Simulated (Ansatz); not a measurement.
Isolated molecules relaxed with PBE0-D4/def2-TZVP in Ansatz; ΔE leaves out vibrations. CCSD(T)/CBS is the MP2 limit (def2-TZVPP, def2-QZVPP) plus CCSD(T) − MP2 in def2-TZVPP, frozen cores. DFT in def2-TZVPP. For Se outer-core shells are correlated without core-valence functions, which leaves a few kJ/mol of doubt a bond. Scalar relativity is left out up to krypton. Each species was taken in one conformer, which may not be the lowest.

`FC[SiH2][SiH3]` + H₂Se → `[SiH3][SeH]` + `FC[SiH3]`  (cleavage of the Si–Si bond)

`FC[SiH2][SiH3]`:

Z-matrix (Å, degrees):
```
C
Si 1 1.902
F 1 1.391 2 110.2
H 1 1.095 2 110.9 3 -119.8
H 1 1.095 2 111.5 3 120.0
Si 2 2.339 1 110.4 3 53.7
H 2 1.491 1 107.0 3 174.2
H 2 1.488 1 109.6 3 -68.4
H 6 1.486 2 110.7 1 -65.6
H 6 1.488 2 110.0 1 174.1
H 6 1.488 2 109.7 1 54.7
```

H₂Se:

```xyz
3

Se   -0.426   -0.212   -0.491
H     0.098    1.095   -0.081
H     0.328   -0.883    0.573
```

`[SiH3][SeH]`:

```xyz
6

Si    0.189   -0.155   -0.521
Se   -1.282    0.677    1.008
H     1.434    0.652   -0.573
H    -0.523   -0.071   -1.819
H     0.539   -1.566   -0.225
H    -0.357    0.463    2.130
```

`FC[SiH3]`:

Z-matrix (Å, degrees):
```
C
Si 1 1.895
F 1 1.391 2 110.4
H 1 1.095 2 111.2 3 120.0
H 1 1.095 2 111.2 3 -120.0
H 2 1.484 1 110.0 3 60.5
H 2 1.484 1 110.0 3 -60.5
H 2 1.488 1 107.8 3 180.0
```

```
        level  ΔE (kJ/mol)
    r2SCAN-D4        -53.3
HF/def2-TZVPP        -69.0
```

What does CCSD(T)/CBS give? (Best estimate.)

The calculation gave: -58.7 kJ/mol. The listed levels differ from it by 5.4, -10.3 kJ/mol.

Largest T1 diagnostic among the species: 0.012.

In def2-TZVPP, CCSD(T) changes the Hartree–Fock value by +14.3 kJ/mol (the triples alone add +1.3 kJ/mol) and MP2 by +4.6 kJ/mol. From PBE to PBE0 (25 % exact exchange), in def2-TZVPP and without D4, ΔE moves by −4.5 kJ/mol.
